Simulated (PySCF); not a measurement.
Telling isomers of C$_{4}$H$_{10}$BBr apart by NMR

[PySCF 2.14: geometry from PBE0-D3(BJ)/def2-SVP; J couplings at B3LYP/pcJ-1 (pcSseg-1 on Br) (spin–dipole term left out of most H,H and C,H couplings); shieldings: GIAO PBE0/pcSseg-1; non-relativistic Hamiltonian; a single conformation; no solvent; averaged over atoms made equivalent by symmetry, fast rotation or ring inversion]

Scale: $^{1}$H (σ = 31.27 ppm) and $^{13}$C (σ = 184.41 ppm) against TMS (reference shieldings calculated alike). Multiplet labels drop J under 1 Hz and among equivalent protons, and merge close values. Unscaled 3J(H,H) run several per cent high. Couplings to H on boron are left out. Carbons bonded to boron are broad in practice. Shifts are as computed. Against solution values, carbons near 30 ppm lie about +2 ppm off and those near 130 ppm about +5 ppm; carbons on Br a further +13 ppm. Of 1211 compounds with measured shifts, 218 miss one by over three times the rms of a fit or turn the order of signals round; such compounds aren't used in these exercises. Across acyclic CH2–CH2 and CH–CH2 bonds, 3J(H,H) assumes equally populated rotamers. Spin–orbit coupling, which shields carbons bonded to Br, is absent.

(1) Tabulate the signals of `CB(C)CCBr`, `CC(C)(C)BBr` and their relative energies.

(2) What is the quickest way to tell CB(C)CCBr from CC(C)(C)BBr?

Answers

(1) 
```tsv
SMILES	carbon types	δC	δH	E rel. (kcal/mol)
CB(C)CCBr	2×CH2 2×CH3	41.6, 41.3, 14.1	3.43 (t, 2H), 1.94 (t of sept, 2H), 0.87 (t, 6H)	8.4
CC(C)(C)BBr	1×C 3×CH3	29.3, 28.7	7.73 (br, 1H), 1.09 (s, 9H)	0.0
```

Energies are electronic energies at PBE0/pcSseg-1 on these geometries, without zero-point or thermal terms, each for the one conformer computed, which needn't be the lowest.

(2) Count the carbon signals: 3 against 2. The first has an sp3 CH2 bonded to Br at 41.6 ppm, the second a fully substituted sp3 carbon bonded to B (C) at 29.3 ppm. In the proton spectra the most deshielded non-exchanging signals are 3.43 (t, J = 8.9 Hz, 2H) and 7.73 (br, 1H).
